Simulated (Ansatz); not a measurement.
```yaml
crystal:
  periodic: [false, false, false]
  atoms:
    - {symbol: N, position_ang: [-1.641337, 0.410732, -0.942412]}
    - {symbol: Al, position_ang: [-0.119730, 0.095234, -0.033510]}
    - {symbol: Al, position_ang: [0.287852, -2.433386, 0.438018]}
    - {symbol: Ga, position_ang: [1.312145, 2.030085, 0.432997]}
    - {symbol: H, position_ang: [-2.306175, -0.334369, -1.137539]}
    - {symbol: H, position_ang: [-2.068931, 1.324070, -1.242062]}
    - {symbol: H, position_ang: [1.750039, -2.973885, 0.989030]}
    - {symbol: H, position_ang: [-0.785386, -3.569100, 0.217779]}
    - {symbol: H, position_ang: [1.268383, 2.872628, 1.838499]}
    - {symbol: H, position_ang: [2.385694, 2.646099, -0.566114]}
basis:
  gaussian: {orbitals: def2-SVPD}
magnetization: {spin_polarized: true, initial_magnetization: 6}
hamiltonian: {xc: {name: RPBE}}
scf: {lower_state_search: light}
output: {forces: true}
```

```sh
$ ansatz run in.yaml --threads 4 --pin off --events-out ev --progress --plain --max-ram 10444MiB
```

It prints (some lines left out):

```
Functional definition: RPBE
1432 factors; their error is unknown
mean field evaluation 1: about -67122.5141 eV, gradient 5.0e1 eV
mean field evaluation 2: about -66975.5294 eV, gradient 1.3e2 eV
mean field evaluation 4: about -67105.1505 eV, gradient 4.6e1 eV
mean field evaluation 8: about -67131.2462 eV, gradient 1.5e1 eV
mean field evaluation 16: about -67134.3377 eV, gradient 6.2e-1 eV
mean field evaluation 32: about -67133.2214 eV, gradient 3.9e0 eV
mean field evaluation 64: about -67133.6373 eV, gradient 3.7e0 eV
mean field evaluation 96: about -67133.8370 eV, gradient 8.9e-1 eV
mean field -67134.27683859 eV, -2467.1391685708 hartree, gradient 2.3e-5 eV, S^2 12.006754; 10 other end points of the search recorded, 0 dependent functions left out
reference -67134.27691116 eV, -2467.1391712380 hartree; 38, 32 occupied and 116, 122 virtual orbitals, 1432 factors
Total energy: -67134.27691116 eV, -2467.1391712380 hartree
Atom 0 at    -1.641337     0.410732    -0.942412 Å, force    -2.180525     1.136342    -1.298348 eV/Å
Atom 1 at    -0.119730     0.095234    -0.033510 Å, force     1.486327     0.297094     1.001803 eV/Å
Atom 2 at     0.287852    -2.433386     0.438018 Å, force     0.438484    -0.865409     0.274437 eV/Å
Atom 3 at     1.312145     2.030085     0.432997 Å, force     0.170332     0.359520     0.062264 eV/Å
Atom 4 at    -2.306175    -0.334369    -1.137539 Å, force    -0.258088    -0.404182    -0.154158 eV/Å
Atom 5 at    -2.068931     1.324070    -1.242062 Å, force     0.713646    -0.746983     0.401413 eV/Å
Atom 6 at     1.750039    -2.973885     0.989030 Å, force     0.132794     0.423888    -0.157652 eV/Å
Atom 7 at    -0.785386    -3.569100     0.217779 Å, force    -0.634530    -0.205506    -0.101757 eV/Å
Atom 8 at     1.268383     2.872628     1.838499 Å, force    -0.178823    -0.016211     0.239131 eV/Å
Atom 9 at     2.385694     2.646099    -0.566114 Å, force     0.310383     0.021446    -0.267134 eV/Å
Dipole moment:    -0.536118     0.407031    -0.293741 e Å
```

In this input the spin is set far too high for this molecule. Self-consistency was reached. The result belongs to that input, not to the molecule as meant.
